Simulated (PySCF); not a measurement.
**Correlation energy of Sc²⁺ (scandium, charge +2)**

[Ar] 3d1, 2D determinant. Calculation: PySCF 2.14, in def2-QZVPPD (11s6p5d3f2g, 93 functions); no relativity, point nucleus. Frozen: [Ne]; 9 electrons correlated.

```tsv
level	correlation energy (mhartree)
CCSD	-244.11
(T)	-5.49
CCSD(T)	-249.60
```

Diagnostics: T1 = 0.0030, D1 = 0.0078, largest double amplitude 0.031.

Cost of the coupled-cluster step: about 60 core-seconds, for 9 correlated electrons.

This basis was not built for core-valence correlation, so the inner-shell part is incomplete.
